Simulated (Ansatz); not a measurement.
`C[SiH2]/C=C/[SiH3]` + `BO` → `BO[SiH2]C` + `C=C[SiH3]` at 400 K and 1 bar (ligand exchange at the Si–C bond).

Computed with Ansatz on PBE0-D4/def2-TZVP structures; ΔE is electronic, products minus reactants. CBS: MP2 limit from def2 TZ/QZ plus the TZ coupled-cluster correction, frozen cores. This one scheme is used for every species. Each species was taken in one conformer, which may not be the lowest.

| species | CCSD(T)/CBS energy (Eh) | H − E (kJ/mol) | S (J/(mol·K)) |
| --- | --- | --- | --- |
| `C[SiH2]/C=C/[SiH3]` | -698.31764 | 333.0 | 427.2 |
| `BO` | -101.80414 | 108.2 | 244.0 |
| `BO[SiH2]C` | -431.39483 | 240.6 | 363.7 |
| `C=C[SiH3]` | -368.76077 | 199.4 | 311.5 |

H − E and S are ideal-gas, rigid-rotor, harmonic terms from PBE0-D4/def2-TZVP, for one conformer and one mirror image of each species. 1 Eh = 2625.50 kJ/mol, R = 8.31446 J/(mol·K).

Problem. By hand: ΔE, ΔH, ΔS and ΔG.

Solution. ΔE = (-431.39483) + (-368.76077) − (-698.31764) − (-101.80414) = -0.03382 Eh = -88.8 kJ/mol. Δ(H − E) = 240.6 + 199.4 − 333.0 − 108.2 = -1.2, so ΔH = -90.0 kJ/mol. ΔS = 363.7 + 311.5 − 427.2 − 244.0 = 4.0 J/(mol·K). ΔG = -90.0 − 400 × (4.0)/1000 = -91.6 kJ/mol.

Problem. By hand: the equilibrium constant, and the temperature at which ΔG would vanish if ΔH and ΔS stayed fixed.

Solution. log₁₀ K = −ΔG/(RT ln 10) = 12.0. ΔH and −TΔS have one sign here, so there is no such temperature. One of them is within its doubt of zero, so this could turn.

The number of gas molecules stays the same, so ΔS is small and ΔH decides. A doubt of 5 kJ/mol in ΔE shifts log₁₀ K by 0.7 here. Other conformers and mirror images would add mixing entropy, several J/(mol·K) or more a flexible species. Modes under 60 cm⁻¹, often nearly free rotors, make the harmonic entropy too high. These are equilibria of isolated gas molecules and say nothing of rates. Largest T1 diagnostic: 0.014 (customary marks: 0.02 for closed shells, 0.045 for open ones).
